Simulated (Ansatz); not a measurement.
CH₄AlIS, relaxed with RKS PBE-D4/def2-SVP in Ansatz from a rough embedded geometry. The force threshold is 0.03 eV/Å; the program also tests the step.

Total charge 0; spin multiplicity 1. I: def2 effective core potential. The bonds changed during the relaxation, so this is another structure than the one it started from.

Start:

```xyz
8

S    -0.332   -1.718    0.816
C     0.617   -0.254    0.631
Al    0.112    0.677   -1.077
I    -2.230    1.524   -1.379
H    -1.584   -1.017    1.026
H     0.434    0.409    1.507
H     1.712   -0.530    0.622
H     1.270    0.909   -2.146
```

| step | energy (eV) | largest force (eV/Å) | largest move (Å) |
| --- | --- | --- | --- |
| 1 | -26620.0404 | 1.917 | 0.000 |
| 2 | -26620.2692 | 1.065 | 0.164 |
| 3 | -26620.3439 | 0.519 | 0.137 |
| 4 | -26620.4122 | 0.464 | 0.197 |
| 5 | -26620.4748 | 0.391 | 0.198 |
| 6 | -26620.4937 | 0.314 | 0.122 |
| 7 (rejected) | -26620.3369 | 1.007 | 0.155 |
| 8 | -26620.5043 | 0.212 | 0.077 |
| 9 (rejected) | -26620.4975 | 0.174 | 0.072 |
| 10 | -26620.5080 | 0.060 | 0.036 |
| 11 | -26620.5086 | 0.017 | 0.024 |

End:

```xyz
8

S    -0.232   -1.590    0.343
C     0.694   -0.005    0.781
Al    0.092    0.562   -0.995
I    -2.133    1.724   -1.089
H    -1.480   -1.129    0.650
H     0.338    0.396    1.746
H     1.755   -0.313    0.867
H     0.967    0.356   -2.303
```

Run time 9 s (4 threads of an Intel Xeon Platinum 8488C on a shared host); peak host memory 0.18 GiB.
